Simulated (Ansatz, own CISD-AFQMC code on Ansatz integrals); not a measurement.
C2H3N, SMILES `C=C=N` (charge 0, multiplicity 1).

Cartesian coordinates (Å):
```xyz
6

C     -0.9237     0.0066     0.2976
C      0.2668    -0.0125    -0.2373
N      1.3243    -0.0381    -0.8401
H     -1.4035    -0.9171     0.5904
H     -1.4311     0.9472     0.4618
H      2.1671     0.0138    -0.2723
```
Charge 0, spin multiplicity 1.

Frozen-core energies in cc-pVDZ from Ansatz (an electronic-structure program) at a geometry from PBE0-D3(BJ)/def2-TZVP; the HF reference has <S^2> = 0.00 and the T1 diagnostic is 0.015.

| level | energy (Ha) |
|---|---|
| HF | -131.88654 |
| MP2 | -132.30501 |
| CCSD | -132.32964 |
| CCSD(T) | -132.34678 |

### Question
Estimate the energies of CCSDT, phaseless AFQMC, CISD trial (own CISD-AFQMC code on Ansatz integrals; ±0.40 mHa) and CCSDT(Q), and give each level's difference from CCSDT(Q).

### Answer

| level | energy (Ha) | difference from CCSDT(Q) (mHa) |
|---|---|---|
| MP2 | -132.30501 | 43.95 |
| CCSD | -132.32964 | 19.32 |
| CCSD(T) | -132.34678 | 2.17 |
| CCSDT | -132.34750 | 1.46 |
| phaseless AFQMC, CISD trial (own CISD-AFQMC code on Ansatz integrals; ±0.40 mHa) | -132.34849 | 0.47 |
| CCSDT(Q) | -132.34896 | 0.00 |
